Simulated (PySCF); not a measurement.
dimethylamine (C₂H₇N), singlet, at a GFN2-xTB geometry; PBE/3-21G in PySCF.

The PySCF input:
```python
from pyscf import gto, scf, dft

mol = gto.Mole()
mol.atom = '''
    C    -0.03569820   -0.19812946    1.20885066
    N    -0.01154258    0.58084668   -0.01145657
    C    -0.03127914   -0.24555833   -1.20023843
    H     0.79495153   -0.91719079    1.28867119
    H     0.00160531    0.47631350    2.06242479
    H    -0.97233828   -0.75537051    1.24598034
    H     0.81745163    1.16872016   -0.02150966
    H     0.79960582   -0.96714418   -1.24864846
    H     0.00920307    0.39476842   -2.07955436
    H    -0.96781698   -0.80389660   -1.21884120
'''
mol.basis = '3-21g'
mol.verbose = 4
mol.build()

mf = dft.RKS(mol)
mf.xc = 'pbe'
mf.kernel()
```

### Question
Predict the main parts of the log of this PySCF run.

### Answer

```
PySCF version 2.14.0

[INPUT] verbose = 4
[INPUT] num. atoms = 10
[INPUT] num. electrons = 26
[INPUT] charge = 0
[INPUT] spin (= nelec alpha-beta = 2S) = 0
[INPUT] symmetry False subgroup None
[INPUT] Mole.unit = angstrom
[INPUT] Symbol           X                Y                Z      unit          X                Y                Z       unit  Magmom
[INPUT]  1 C     -0.035698200000  -0.198129460000   1.208850660000 AA   -0.067459821140  -0.374410416608   2.284396672900 Bohr   0.0
[INPUT]  2 N     -0.011542580000   0.580846680000  -0.011456570000 AA   -0.021812314971   1.097641145563  -0.021649779627 Bohr   0.0
[INPUT]  3 C     -0.031279140000  -0.245558330000  -1.200238430000 AA   -0.059109008012  -0.464037991306  -2.268121916878 Bohr   0.0
[INPUT]  4 H      0.794951530000  -0.917190790000   1.288671190000 AA    1.502240674004  -1.733239397073   2.435235613717 Bohr   0.0
[INPUT]  5 H      0.001605310000   0.476313500000   2.062424790000 AA    0.003033596245   0.900102064433   3.897418005614 Bohr   0.0
[INPUT]  6 H     -0.972338280000  -0.755370510000   1.245980340000 AA   -1.837453049631  -1.427443386473   2.354561599192 Bohr   0.0
[INPUT]  7 H      0.817451630000   1.168720160000  -0.021509660000 AA    1.544759700779   2.208561018658  -0.040647366433 Bohr   0.0
[INPUT]  8 H      0.799605820000  -0.967144180000  -1.248648460000 AA    1.511036007408  -1.827637623167  -2.359603615260 Bohr   0.0
[INPUT]  9 H      0.009203070000   0.394768420000  -2.079554360000 AA    0.017391281805   0.746004196427  -3.929788201545 Bohr   0.0
[INPUT] 10 H     -0.967816980000  -0.803896600000  -1.218841200000 AA   -1.828909030904  -1.519144406469  -2.303276057336 Bohr   0.0

nuclear repulsion = 84.5375436787091
number of shells = 29
number of NR pGTOs = 66
number of NR cGTOs = 41
basis = 3-21g
ecp = {}

******** <class 'pyscf.dft.rks.RKS'> ********
method = RKS
initial guess = minao
damping factor = 0
level_shift factor = 0
DIIS = <class 'pyscf.scf.diis.CDIIS'>
diis_start_cycle = 1
diis_space = 8
diis_damp = 0
SCF conv_tol = 1e-09
SCF conv_tol_grad = None
SCF max_cycles = 50
direct_scf = True
direct_scf_tol = 1e-13
XC library pyscf.dft.libxc version 7.1.2
    S. Lehtola, C. Steigemann, M. J. T. Oliveira, and M. A. L. Marques,  SoftwareX 7, 1–5 (2018)
XC functionals = pbe
    J. P. Perdew, K. Burke, and M. Ernzerhof,  Phys. Rev. Lett. 77, 3865 (1996)
    J. P. Perdew, K. Burke, and M. Ernzerhof,  Phys. Rev. Lett. 78, 1396 (1997)
    J. P. Perdew, K. Burke, and M. Ernzerhof,  Phys. Rev. Lett. 77, 3865 (1996)
    J. P. Perdew, K. Burke, and M. Ernzerhof,  Phys. Rev. Lett. 78, 1396 (1997)
radial grids:
    Treutler-Ahlrichs [JCP 102, 346 (1995); DOI:10.1063/1.469408] (M4) radial grids

becke partition: Becke, JCP 88, 2547 (1988); DOI:10.1063/1.454033
pruning grids: <function nwchem_prune>
grids dens level: 3
symmetrized grids: False
atomic radii adjust function: <function treutler_atomic_radii_adjust>
small_rho_cutoff = 0
Set gradient conv threshold to 3.16228e-05
Initial guess from minao.
tot grids = 110800
init E= -134.186508042926
  HOMO = -0.265983581835991  LUMO = 0.0337072909923131  gap/eV = 8.15500
cycle= 1 E= -134.189515711869  delta_E= -0.00301  |g|= 0.367  |ddm|= 2.64
  HOMO = -0.0654167040404809  LUMO = 0.117971940978194  gap/eV = 4.99026
cycle= 2 E= -134.149115595047  delta_E= 0.0404  |g|= 0.557  |ddm|= 1.31
  HOMO = -0.151197038190318  LUMO = 0.0859201403931036  gap/eV = 6.45229
cycle= 3 E= -134.227394252566  delta_E= -0.0783  |g|= 0.0528  |ddm|= 0.763
  HOMO = -0.146423701604223  LUMO = 0.0854763899150095  gap/eV = 6.31032
cycle= 4 E= -134.227891509688  delta_E= -0.000497  |g|= 0.0252  |ddm|= 0.0708
  HOMO = -0.148702001956822  LUMO = 0.0854273388544922  gap/eV = 6.37098
cycle= 5 E= -134.228027327997  delta_E= -0.000136  |g|= 0.00151  |ddm|= 0.0225
  HOMO = -0.14894978721756  LUMO = 0.0852318969885206  gap/eV = 6.37241
cycle= 6 E= -134.228028081999  delta_E= -7.54e-07  |g|= 0.000177  |ddm|= 0.00278
  HOMO = -0.148938418600609  LUMO = 0.0852431521726587  gap/eV = 6.37241
cycle= 7 E= -134.228028094118  delta_E= -1.21e-08  |g|= 1.95e-05  |ddm|= 0.000364
  HOMO = -0.148938068486876  LUMO = 0.0852425113582913  gap/eV = 6.37238
cycle= 8 E= -134.22802809425  delta_E= -1.31e-10  |g|= 3.5e-06  |ddm|= 3.72e-05
  HOMO = -0.148939415662274  LUMO = 0.0852420770218973  gap/eV = 6.37240
Extra cycle  E= -134.22802809425  delta_E= -6.25e-13  |g|= 3.99e-06  |ddm|= 1.15e-05
converged SCF energy = -134.22802809425
```
